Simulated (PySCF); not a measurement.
C4H10InN (SMILES C=[CH][In]([NH2])[CH2]C), singlet, at a GFN2-xTB geometry (such geometries of metal compounds can be far from the true shape) (core potentials on In). Base run: PySCF with DF-PBE/def2-SV(P).

Input for PySCF:
```python
from pyscf import gto, scf, dft

mol = gto.M(
    atom='''
In    0.036881   -0.021466    0.213410
C     0.471300    0.751582   -1.872125
C     1.079180    2.142910   -1.801520
H    -0.474698    0.765966   -2.417591
H     1.142036    0.055043   -2.378928
H     2.034317    2.121392   -1.272982
H     0.413005    2.826283   -1.271719
H     1.255694    2.544433   -2.802042
C    -1.029504   -1.896904    0.784353
C    -1.477635   -2.758346   -0.111541
H    -1.194760   -2.082061    1.842779
H    -2.012277   -3.663223    0.160211
H    -1.332719   -2.606694   -1.173886
N     0.360084    1.264266    1.784661
H     1.087852    1.960913    1.671604
H     0.493748    0.844462    2.697844
''',
    basis='def2-sv(p)',
    ecp={'In': 'def2-sv(p)'},
    charge=0,
    spin=0,
    verbose=4,
    max_memory=1800,
)

mf = dft.RKS(mol)
mf.xc = 'pbe'
mf = mf.density_fit(auxbasis='def2-universal-jkfit')
mf.kernel()
```

The job was repeated with other settings on one machine. Differences are taken from the largest basis of the def2 family in the series, which isn't the basis-set limit (def2-TZVPP: -5.496 eV). The cheapest run took roughly 50 core-seconds.

```tsv
setting	basis functions	cost, times the cheapest (rough)	difference in HOMO energy (eV)
def2-SV(P)	116	1	0.242
def2-SVP	146	1	0.225
def2-TZVP	265	3	0.008
def2-TZVPP	345	3	reference
```

Times come from a shared machine, hold the start-up and are rough.
